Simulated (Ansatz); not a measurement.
Molecule: sum formula ReO₂H₂, charge 0, multiplicity 4. The spin state was set by rule; other spins were not relaxed. SMILES: [OH][Re][OH]
Coordinates optimised at B3LYP-D3(BJ)/def2-TZVP (Ansatz, an electronic-structure program):
```xyz
5

Re     0.0246    -0.0045     0.0294
O      1.3628     0.1499    -1.2842
H      1.6081     0.9536    -1.7573
O     -1.5233    -0.2761     1.0641
H     -2.1674     0.3962     1.3148
```
Charge 0, spin multiplicity 4.

Property: vertical electron affinity (to the quintet state of charge -1; a negative value means that the extra electron is unbound and the number depends on the basis; each state is the SCF solution reached for its spin; the UHF <S^2> is 6.30 for the quintet (pure: 6.00); for the quintet T1 is 0.047), in eV. Correlated levels leave the core frozen unless marked. Open shells are spin-unrestricted. No spin-orbit coupling. Frozen are the shells of the preceding noble gas and the d and f shells that filled before the atom's block. Past Kr the def2 sets carry scalar-relativistic core potentials. Anions need diffuse functions: def2-D sets add few. Basis-set limits of correlation are two-point, X^-3; Hartree-Fock from the larger set. [CCSD(T)-MP2]/basis is that difference in the basis named.

```csv
level,program,vertical electron affinity (eV)
HF/def2-SVPD,Ansatz,0.77
HF/def2-TZVPPD,Ansatz,0.69
HF/def2-QZVPPD,Ansatz,0.75
SVWN5/def2-TZVPD,Ansatz,0.82
PBE/def2-TZVPD,Ansatz,0.68
r2SCAN/def2-TZVPD,Ansatz,0.81
PBE0/def2-TZVPD,Ansatz,0.87
CAM-B3LYP/def2-TZVPD,Ansatz,0.83
wB97M-V/def2-TZVPD,Ansatz,0.81
wB97X-V/def2-TZVPD,Ansatz,0.68
wB97X/def2-TZVPD,Ansatz,0.76
B2PLYP/def2-TZVPD,Ansatz,0.78
MP2/def2-SVPD,Ansatz,0.90
"RI-MP2/CBS(def2-TZVPPD,def2-QZVPPD)",Ansatz,0.69
SCS-MP2/def2-SVPD,Ansatz,0.68
SCS-MP2/def2-TZVPPD,Ansatz,0.47
CCSD/def2-SVPD,Ansatz,0.98
CCSD/def2-TZVPPD,Ansatz,0.98
CCSD(T)/def2-SVPD,Ansatz,0.90
"RI-MP2/CBS(def2-TZVPPD,def2-QZVPPD)+[CCSD(T)-MP2]/def2-TZVPPD",Ansatz,0.79
```
